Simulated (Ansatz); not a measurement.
Basis sets compared for the cluster Au2Cl2⁺ (the lowest doublet isomer of a short search). The state is a doublet with charge 1. Geometry PBE0-D4/def2-SVP. Ansatz on 4 threads of Arm Neoverse V2 on a shared host; times are rough, and most runs start from earlier orbitals.

Cartesian coordinates in Å:
```
Au 0.677 2.553 1.078
Au -0.222 -0.845 -0.400
Cl 0.007 0.351 1.576
Cl -0.462 -2.058 -2.255
```

In the def2 sets Au takes a core potential; there is no spin–orbit coupling. At PBE-D4/def2-SVP the gap within one spin of the charge 1 doublet nearly closes, so an electron or hole may be smeared out by delocalisation error. The structure comes from a short search, and lower isomers may exist.

```
           level  functions  energy (Eh)  HOMO (eV)  LUMO (eV)  wall time
 PBE-D4/def2-SVP        100   -1191.0172     -11.98     -11.86      2.5 s
PBE0-D4/def2-SVP        100   -1190.9911     -13.38     -11.15      3.1 s
```

Task: Estimate the rows for PBE-D4/def2-TZVP, PBE0-D4/def2-TZVP (with forces).

Result: 
```
                          level  functions  energy (Eh)  HOMO (eV)  LUMO (eV)  wall time
               PBE-D4/def2-TZVP        154   -1191.3562     -11.96     -11.80      3.7 s
PBE0-D4/def2-TZVP (with forces)        154   -1191.3273     -13.31     -11.04      6.5 s
```
